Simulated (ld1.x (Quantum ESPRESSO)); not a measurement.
# Reading a pseudo-wave (Mg)

Columns: radius, all-electron u(r) and pseudo u(r) of the 3p shell (level -2.71 eV) of magnesium in the configuration [Ne] 3s1.75 3p0; LDA (PZ), non-relativistic, TM scheme, ld1.x (Quantum ESPRESSO) 7.5.

```tsv
r (bohr)	all-electron	pseudo
0.160	0.0996	-0.0036
0.320	0.1756	-0.0143
0.480	0.1772	-0.0318
0.640	0.1335	-0.0556
0.800	0.0687	-0.0850
0.960	-0.0034	-0.1191
1.120	-0.0755	-0.1570
1.280	-0.1439	-0.1975
1.440	-0.2068	-0.2393
1.600	-0.2633	-0.2812
1.760	-0.3133	-0.3219
1.920	-0.3568	-0.3601
2.080	-0.3942	-0.3948
2.240	-0.4255	-0.4252
2.400	-0.4513	-0.4508
2.560	-0.4717	-0.4715
2.720	-0.4873	-0.4872
2.880	-0.4985	-0.4984
3.040	-0.5056	-0.5055
3.200	-0.5090	-0.5090
3.360	-0.5092	-0.5092
3.520	-0.5066	-0.5066
3.680	-0.5015	-0.5015
3.840	-0.4942	-0.4942
4.000	-0.4850	-0.4850
4.160	-0.4744	-0.4744
```

(1) How many radial nodes do the two functions have?

(2) At about which radius was the pseudo-wave matched?

(3) Is the pseudo-wave norm-conserving?

Results:

(1) The all-electron 3p function has n − l − 1 = 1; the pseudo-wave has 0, since the states of the same l below it are removed with the core.

(2) 3.20 bohr. The columns agree to 0.0005 from 2.56 bohr on; several derivatives are matched, so the curves merge somewhat inside the radius.

(3) Yes: the TM scheme keeps the norm inside the radius equal to the all-electron one, which fixes the energy derivative of the logarithmic derivative at the level.
